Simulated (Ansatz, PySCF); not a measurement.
The pair A = H2S (SMILES S) (first 3 atoms), B = AsH3 (SMILES [AsH3]); geometry from B3LYP-D3(BJ)/def2-TZVP.
(charge 0, multiplicity 1):
```xyz
7

S      0.59243     0.25364    -0.78131
H     -0.37095     1.06903    -0.32431
H     -0.25053    -0.78790    -0.86331
As    -0.30326    -0.31106     2.84360
H      0.25182    -1.66318     2.41492
H     -0.32630    -0.71879     4.31575
H      1.08963     0.29135     2.96459
```

Cores are frozen in the correlated methods. Filled d and f shells under p-block atoms count as core. Rows in 6-31G* carry no dispersion term and start afresh at each structure (6-31G* with six Cartesian d functions); the Pople sets are all-electron and without relativity.

The values were computed with Ansatz (a quantum-chemistry and plane-wave program); PySCF for 6-31G* rows. Each number belongs to the level named beside it.

Total energies (hartree), monomers frozen at their geometry in the pair:

| structure | HF/def2-TZVPPD | B3LYP/6-31G* | CCSD(T)/def2-SVPD |
|---|---|---|---|
| AB | -2634.6392386 | -2636.8047169 | -2634.5747869 |
| A in the pair's basis | -398.7085216 | -399.3860153 | -398.7570525 |
| B in the pair's basis | -2235.9318193 | -2237.4190567 | -2235.8166753 |
| A | -398.7084675 | -399.3853759 | -398.7560425 |
| B | -2235.9317032 | -2237.4189948 | -2235.8160391 |

**Question.** Work out the interaction energy without and with the counterpoise correction, and the superposition error, for each level.

**Answer.** 
E(AB) − E(A) − E(B), times 627.509 kcal/mol, with the monomers in their own basis and then in the pair's basis:
- HF/def2-TZVPPD: 0.58 uncorrected, 0.69 corrected; the monomers gain 0.11 kcal/mol from borrowed functions
- B3LYP/6-31G*: -0.22 uncorrected, 0.22 corrected; the monomers gain 0.44 kcal/mol from borrowed functions
- CCSD(T)/def2-SVPD: -1.70 uncorrected, -0.66 corrected; the monomers gain 1.03 kcal/mol from borrowed functions
